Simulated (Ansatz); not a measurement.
Basis sets compared for Zn₄O₄H₁₄. Total charge 0; singlet. Geometry r2SCAN-D4/def2-SVP. Ansatz on 2 threads of AMD EPYC 7R13 on a shared host and a share (18 GiB) of an NVIDIA H100 80GB HBM3; times are rough, and most runs start from earlier orbitals.

```xyz
22

Zn   -0.810    0.951    1.887
O     1.908   -0.833    0.532
Zn   -1.738   -1.501    1.231
O    -2.220    0.253    0.431
O     0.065   -0.144   -1.573
Zn    2.015   -0.297   -1.468
Zn   -0.987    1.341   -0.804
O     2.229    1.675   -0.762
H    -0.286   -0.814    1.788
H    -1.244    1.507    3.264
H     1.019   -0.845    0.972
H     2.414   -1.562    0.914
H    -0.922   -2.620   -0.448
H    -2.623   -2.710    1.585
H    -3.142    0.545    0.472
H    -0.634   -1.959   -0.730
H    -0.277   -0.396   -2.442
H     3.072   -0.925   -2.399
H     0.103    1.608    0.630
H    -1.537    2.551   -1.611
H     1.525    1.781   -0.077
H     2.070    2.396   -1.389
```

The 6-31G sets use Cartesian d functions. In the singlet geometry the species has come apart into loosely held pieces. In the singlet, H13 and H16 lie 0.77 Å apart (atoms count from 1), so H2 has formed as a molecule.

Binding counts from free atoms (Zn singlet, O triplet, H doublet) in the same basis, without a counterpoise term.

```csv
level,functions,energy (Eh),HOMO (eV),LUMO (eV),binding per atom (eV),wall time
HF/6-31G,180,-7417.4805,-10.37,2.01,1.80,11 s
PBE-D4/def2-SVP,250,-7424.2438,-5.96,-0.88,2.71,12 s
PBE0-D4/def2-SVP,250,-7424.3720,-7.24,0.03,2.65,8 s
```

Estimate the rows for HF/def2-TZVP, PBE-D4/def2-TZVP (with forces), PBE0-D4/def2-TZVP (with forces).


| level | functions | energy (Eh) | HOMO (eV) | LUMO (eV) | binding per atom (eV) | wall time |
| --- | --- | --- | --- | --- | --- | --- |
| HF/def2-TZVP | 400 | -7418.9399 | -10.38 | 1.79 | 1.80 | 15 s |
| PBE-D4/def2-TZVP (with forces) | 400 | -7425.6703 | -6.27 | -1.61 | 2.62 | 13 s |
| PBE0-D4/def2-TZVP (with forces) | 400 | -7425.7540 | -7.47 | -0.79 | 2.58 | 15 s |
